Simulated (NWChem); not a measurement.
System: GeNH2Br, singlet; SMILES [NH2][Ge][Br]

```xyz
5

Ge     0.4237     1.0083     0.0000
Br    -0.0201    -1.3258     0.0000
N     -1.3099     1.5318     0.0000
H     -2.1087     0.9033     0.0000
H     -1.5756     2.5123     0.0000
```
Atoms are numbered in this order, from 1.

All runs: NWChem. Low-valent species are run as closed-shell singlets; no triplet was tried in these runs. The geometry was optimised at PBE0/def2-SVP. B3LYP is NWChem's, with the RPA form of VWN correlation. Vertical excitations in the gas phase; the lowest state need not have the same character in each row.

For level PBE/def2-SVPD, full TDDFT:

| Property | Result |
|---|---|
| lowest excitation, singlet (eV) | 3.96 |
| lowest state with f > 0.02, singlet (eV) | 4.51 |
| orbital gap (eV) | 3.63 |

### Question
What are these values for level B3LYP/def2-SVPD, full TDDFT?

### Answer
- lowest excitation, singlet (eV): 4.22
- lowest state with f > 0.02, singlet (eV): 4.83
- orbital gap (eV): 5.05
